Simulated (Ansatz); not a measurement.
Ansatz (a first-principles code) input (B3LYP-D3(BJ)/def2-TZVP):

Ansatz 0.2 input:
```yaml
crystal:
  periodic: [false, false, false]
  atoms:
    - {symbol: C, position_ang: [-1.48686861, -0.78589613, -0.18319343]}
    - {symbol: C, position_ang: [-0.25729093, 0.02255127, 0.00785147]}
    - {symbol: C, position_ang: [-0.27348845, 1.47626149, -0.28373591]}
    - {symbol: C, position_ang: [1.04721718, -0.66834773, 0.19005932]}
    - {symbol: O, position_ang: [1.92692854, 0.12825882, 0.96607005]}
    - {symbol: H, position_ang: [-2.37006594, -0.20572980, 0.08006806]}
    - {symbol: H, position_ang: [-1.46469994, -1.69093316, 0.42290341]}
    - {symbol: H, position_ang: [-1.60610870, -1.09917775, -1.22908788]}
    - {symbol: H, position_ang: [-0.30182755, 1.66871803, -1.36432137]}
    - {symbol: H, position_ang: [0.62011471, 1.94531048, 0.11889705]}
    - {symbol: H, position_ang: [-1.15528695, 1.94993965, 0.14830877]}
    - {symbol: H, position_ang: [0.88573096, -1.64471884, 0.67323151]}
    - {symbol: H, position_ang: [1.52140726, -0.86736474, -0.79565944]}
    - {symbol: H, position_ang: [2.76550507, -0.33523913, 1.05717142]}
basis:
  gaussian:
    orbitals: def2-TZVP
hamiltonian:
  xc: b3lyp
  dispersion: d3bj
magnetization: {spin_polarized: true, initial_magnetization: 1}
relax: {f_tol: 0.002, max_steps: 150}
```

Output:

```
Functional definition: B3LYP
integrals: 0.12 GiB planned
1267 factors; their error is unknown
0.30 GiB of the device are held for the grids
1.02 GiB of device memory are held for the factors and their scratch space
mean field: 1.21 GiB planned
mean field evaluation 1: about -6329.8372 eV, gradient 5.5e1 eV
mean field evaluation 2: about -6318.0290 eV, gradient 7.5e1 eV
mean field evaluation 4: about -6343.0203 eV, gradient 4.2e0 eV
mean field evaluation 8: about -6343.0877 eV, gradient 6.7e-2 eV
mean field evaluation 16: about -6343.0664 eV, gradient 2.6e-4 eV
mean field -6343.06635613 eV, -233.1033891031 hartree, gradient 6.6e-5 eV, S^2 0.754247; 0 other end points of the search recorded, 0 dependent functions left out
the calculation of the forces begins
reference -6343.06665695 eV, -233.1034001580 hartree; 21, 20 occupied and 188, 189 virtual orbitals, 1267 factors
relax step   1: F+E_penalty+E_count = -6343.49798180 eV  Δ(F+E_penalty+E_count) = +0.000e0 eV  max|allowed force component| = 3.288e-1 eV/Å  Δτ_max = 0.0000 Å  (31 SCF iters, accepted)
these checks for a lower state are left out or cut short: starts, cluster_reference, orbital_swaps, neighbouring_geometries, increment
integrals: 0.12 GiB planned
1267 factors; their error is unknown
0.30 GiB of the device are held for the grids
1.02 GiB of device memory are held for the factors and their scratch space
mean field: 1.21 GiB planned
mean field -6343.08170409 eV, -233.1039531301 hartree, gradient 1.3e-5 eV, S^2 0.754209; 0 other end points of the search recorded, 0 dependent functions left out
the calculation of the forces begins
reference -6343.08200382 eV, -233.1039641451 hartree; 21, 20 occupied and 188, 189 virtual orbitals, 1267 factors
relax step   2: F+E_penalty+E_count = -6343.51258403 eV  Δ(F+E_penalty+E_count) = -1.460e-2 eV  max|allowed force component| = 1.464e-1 eV/Å  Δτ_max = 0.0348 Å  (32 SCF iters, accepted)
these checks for a lower state are left out or cut short: starts, cluster_reference, orbital_swaps, neighbouring_geometries, increment
integrals: 0.12 GiB planned
1267 factors; their error is unknown
0.30 GiB of the device are held for the grids
1.02 GiB of device memory are held for the factors and their scratch space
mean field: 1.21 GiB planned
mean field evaluation 32: about -6343.0858 eV, gradient 1.3e-5 eV
mean field -6343.08584821 eV, -233.1041054239 hartree, gradient 1.3e-5 eV, S^2 0.754163; 0 other end points of the search recorded, 0 dependent functions left out
the calculation of the forces begins
reference -6343.08614599 eV, -233.1041163668 hartree; 21, 20 occupied and 188, 189 virtual orbitals, 1267 factors
relax step   3: F+E_penalty+E_count = -6343.51684768 eV  Δ(F+E_penalty+E_count) = -4.264e-3 eV  max|allowed force component| = 1.116e-1 eV/Å  Δτ_max = 0.0558 Å  (33 SCF iters, accepted)
these checks for a lower state are left out or cut short: starts, cluster_reference, orbital_swaps, neighbouring_geometries, increment
integrals: 0.12 GiB planned
1267 factors; their error is unknown
0.31 GiB of the device are held for the grids
1.02 GiB of device memory are held for the factors and their scratch space
mean field: 1.21 GiB planned
mean field -6343.08165525 eV, -233.1039513352 hartree, gradient 1.2e-5 eV, S^2 0.754170; 0 other end points of the search recorded, 0 dependent functions left out
the calculation of the forces begins
reference -6343.08195189 eV, -233.1039622365 hartree; 21, 20 occupied and 188, 189 virtual orbitals, 1267 factors
relax step   4: F+E_penalty+E_count = -6343.51374279 eV  Δ(F+E_penalty+E_count) = +3.105e-3 eV  max|allowed force component| = 6.889e-1 eV/Å  Δτ_max = 0.0947 Å  (33 SCF iters, rejected (line search))
these checks for a lower state are left out or cut short: starts, cluster_reference, orbital_swaps, neighbouring_geometries, increment
integrals: 0.12 GiB planned
1267 factors; their error is unknown
0.30 GiB of the device are held for the grids
1.02 GiB of device memory are held for the factors and their scratch space
mean field: 1.21 GiB planned
mean field -6343.08738074 eV, -233.1041617430 hartree, gradient 1.1e-5 eV, S^2 0.754166; 0 other end points of the search recorded, 0 dependent functions left out
the calculation of the forces begins
reference -6343.08767787 eV, -233.1041726626 hartree; 21, 20 occupied and 188, 189 virtual orbitals, 1267 factors
relax step   5: F+E_penalty+E_count = -6343.51878695 eV  Δ(F+E_penalty+E_count) = -1.939e-3 eV  max|allowed force component| = 2.282e-2 eV/Å  Δτ_max = 0.0463 Å  (33 SCF iters, accepted)
these checks for a lower state are left out or cut short: starts, cluster_reference, orbital_swaps, neighbouring_geometries, increment
integrals: 0.12 GiB planned
1267 factors; their error is unknown
0.31 GiB of the device are held for the grids
1.02 GiB of device memory are held for the factors and their scratch space
mean field: 1.21 GiB planned
mean field -6343.08804044 eV, -233.1041859867 hartree, gradient 1.2e-5 eV, S^2 0.754172; 0 other end points of the search recorded, 0 dependent functions left out
the calculation of the forces begins
reference -6343.08833701 eV, -233.1041968854 hartree; 21, 20 occupied and 188, 189 virtual orbitals, 1267 factors
relax step   6: F+E_penalty+E_count = -6343.51970919 eV  Δ(F+E_penalty+E_count) = -9.222e-4 eV  max|allowed force component| = 4.900e-2 eV/Å  Δτ_max = 0.0573 Å  (33 SCF iters, accepted)
these checks for a lower state are left out or cut short: starts, cluster_reference, orbital_swaps, neighbouring_geometries, increment
integrals: 0.12 GiB planned
1267 factors; their error is unknown
0.31 GiB of the device are held for the grids
1.02 GiB of device memory are held for the factors and their scratch space
mean field: 1.21 GiB planned
mean field -6343.08819888 eV, -233.1041918092 hartree, gradient 1.2e-5 eV, S^2 0.754171; 0 other end points of the search recorded, 0 dependent functions left out
the calculation of the forces begins
reference -6343.08849535 eV, -233.1042027045 hartree; 21, 20 occupied and 188, 189 virtual orbitals, 1267 factors
relax step   7: F+E_penalty+E_count = -6343.51975589 eV  Δ(F+E_penalty+E_count) = -4.671e-5 eV  max|allowed force component| = 3.721e-2 eV/Å  Δτ_max = 0.0219 Å  (32 SCF iters, accepted)
these checks for a lower state are left out or cut short: starts, cluster_reference, orbital_swaps, neighbouring_geometries, increment
integrals: 0.12 GiB planned
1267 factors; their error is unknown
0.31 GiB of the device are held for the grids
1.02 GiB of device memory are held for the factors and their scratch space
mean field: 1.21 GiB planned
mean field evaluation 64: about -6343.0883 eV, gradient 4.0e-4 eV
mean field -6343.08827007 eV, -233.1041944254 hartree, gradient 1.2e-5 eV, S^2 0.754175; 0 other end points of the search recorded, 0 dependent functions left out
the calculation of the forces begins
reference -6343.08856634 eV, -233.1042053130 hartree; 21, 20 occupied and 188, 189 virtual orbitals, 1267 factors
relax step   8: F+E_penalty+E_count = -6343.51994476 eV  Δ(F+E_penalty+E_count) = -1.889e-4 eV  max|allowed force component| = 1.721e-2 eV/Å  Δτ_max = 0.0122 Å  (34 SCF iters, accepted)
these checks for a lower state are left out or cut short: starts, cluster_reference, orbital_swaps, neighbouring_geometries, increment
integrals: 0.12 GiB planned
1267 factors; their error is unknown
0.31 GiB of the device are held for the grids
1.02 GiB of device memory are held for the factors and their scratch space
mean field: 1.21 GiB planned
mean field -6343.08827930 eV, -233.1041947645 hartree, gradient 1.2e-5 eV, S^2 0.754175; 0 other end points of the search recorded, 0 dependent functions left out
the calculation of the forces begins
reference -6343.08857547 eV, -233.1042056488 hartree; 21, 20 occupied and 188, 189 virtual orbitals, 1267 factors
relax step   9: F+E_penalty+E_count = -6343.51997483 eV  Δ(F+E_penalty+E_count) = -3.007e-5 eV  max|allowed force component| = 4.632e-3 eV/Å  Δτ_max = 0.0052 Å  (34 SCF iters, accepted)
these checks for a lower state are left out or cut short: starts, cluster_reference, orbital_swaps, neighbouring_geometries, increment
integrals: 0.12 GiB planned
1267 factors; their error is unknown
0.31 GiB of the device are held for the grids
1.02 GiB of device memory are held for the factors and their scratch space
mean field: 1.21 GiB planned
mean field -6343.08828041 eV, -233.1041948054 hartree, gradient 1.2e-5 eV, S^2 0.754174; 0 other end points of the search recorded, 0 dependent functions left out
the calculation of the forces begins
reference -6343.08857646 eV, -233.1042056852 hartree; 21, 20 occupied and 188, 189 virtual orbitals, 1267 factors
relax step  10: F+E_penalty+E_count = -6343.51999396 eV  Δ(F+E_penalty+E_count) = -1.913e-5 eV  max|allowed force component| = 8.472e-3 eV/Å  Δτ_max = 0.0081 Å  (33 SCF iters, accepted)
these checks for a lower state are left out or cut short: starts, cluster_reference, orbital_swaps, neighbouring_geometries, increment
integrals: 0.12 GiB planned
1267 factors; their error is unknown
0.31 GiB of the device are held for the grids
1.02 GiB of device memory are held for the factors and their scratch space
mean field: 1.21 GiB planned
mean field -6343.08828741 eV, -233.1041950627 hartree, gradient 1.2e-5 eV, S^2 0.754174; 0 other end points of the search recorded, 0 dependent functions left out
the calculation of the forces begins
reference -6343.08858342 eV, -233.1042059410 hartree; 21, 20 occupied and 188, 189 virtual orbitals, 1267 factors
relax step  11: F+E_penalty+E_count = -6343.51999661 eV  Δ(F+E_penalty+E_count) = -2.644e-6 eV  max|allowed force component| = 1.897e-3 eV/Å  Δτ_max = 0.0031 Å  (35 SCF iters, accepted)
integrals: 0.12 GiB planned
1267 factors; their error is unknown
0.31 GiB of the device are held for the grids
1.02 GiB of device memory are held for the factors and their scratch space
mean field: 1.21 GiB planned
mean field evaluation 96: about -6329.9796 eV, gradient 5.5e1 eV
mean field -6343.08828741 eV, -233.1041950627 hartree, gradient 1.2e-5 eV, S^2 0.754174; 1 other end points of the search recorded, 0 dependent functions left out
the calculation of the forces begins
reference -6343.08858342 eV, -233.1042059410 hartree; 21, 20 occupied and 188, 189 virtual orbitals, 1267 factors
Total energy: -6343.52029262 eV, -233.1200709613 hartree
Atom 0 at    -1.487154    -0.782312    -0.180656 Å, force     0.000539     0.000188    -0.000619 eV/Å
Atom 1 at    -0.267598     0.027370     0.087638 Å, force     0.000508     0.000720     0.001897 eV/Å
Atom 2 at    -0.262672     1.472286    -0.267518 Å, force    -0.000051     0.000141    -0.000596 eV/Å
Atom 3 at     1.027503    -0.686088     0.240630 Å, force    -0.001169    -0.000705    -0.001209 eV/Å
Atom 4 at     1.946713     0.105719     0.995867 Å, force     0.001515    -0.000265     0.000024 eV/Å
Atom 5 at    -2.392631    -0.245900     0.114586 Å, force     0.000180     0.000078     0.000070 eV/Å
Atom 6 at    -1.467542    -1.738649     0.346964 Å, force     0.000071    -0.000072     0.000058 eV/Å
Atom 7 at    -1.601645    -1.011608    -1.253114 Å, force    -0.000056    -0.000254    -0.000147 eV/Å
Atom 8 at    -0.181139     1.616516    -1.358211 Å, force     0.000060     0.000253     0.000121 eV/Å
Atom 9 at     0.577328     1.991500     0.191593 Å, force    -0.000289    -0.000398    -0.000209 eV/Å
Atom 10 at    -1.191150     1.959270     0.040514 Å, force    -0.000228     0.000075     0.000127 eV/Å
Atom 11 at     0.860328    -1.656066     0.726990 Å, force     0.000216    -0.000037     0.000213 eV/Å
Atom 12 at     1.461025    -0.900491    -0.755842 Å, force     0.000223    -0.000227     0.000147 eV/Å
Atom 13 at     2.829901    -0.257913     0.879122 Å, force    -0.001518     0.000505     0.000124 eV/Å
Dipole moment:     0.086013    -0.240557    -0.218997 e Å
```

It need not be the lowest isomer of its formula.
